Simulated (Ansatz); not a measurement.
Reactions of `C=NC(=C)C`.

Isolated molecules relaxed with PBE0-D4/def2-TZVP in Ansatz; ΔE leaves out vibrations. CCSD(T)/CBS adds triple-zeta CCSD(T) − MP2 to the extrapolated MP2 energy (def2 sets, frozen cores). This one scheme is used for every species, atoms too. No spin–orbit coupling; open shells (•) take unrestricted orbitals. Spin–orbit coupling would lower the free atoms: a little for C. Each species was taken in one conformer, which may not be the lowest.

(1) Order these by ΔE at CCSD(T)/CBS, lowest first. (Estimate.)
A. `C=NC(=C)C` → 4 C• + 7 H• + N•
B. `C=NC(=C)C` + H–F → `C=NC(=C)F` + CH₄
C. `C=NC(=C)C` + H₂ → `C=CN=C` + CH₄
D. `C=NC(=C)C` → `C=CN=C` + `[CH2]` (triplet)
E. `C=NC(=C)C` → `CC(C)C#N`
F. `C=NC(=C)C` + CH₃OH → `C=C(C)OC` + `C=N`
G. `C=NC(=C)C` + `CN1B[SiH2]1` → `CN1B[SiH]1C` + `C=CN=C`
H. `C=NC(=C)C` + H₂ → `C=CC` + `C=N`

Largest T1 diagnostic: 0.014, for `CN1B[SiH2]1`.

Answers

(1) E (-107.8 kJ/mol), C (-55.6 kJ/mol), H (-45.3 kJ/mol), G (-31.1 kJ/mol), F (+5.1 kJ/mol), B (+27.0 kJ/mol), D (+447.5 kJ/mol), A (+4927.2 kJ/mol).
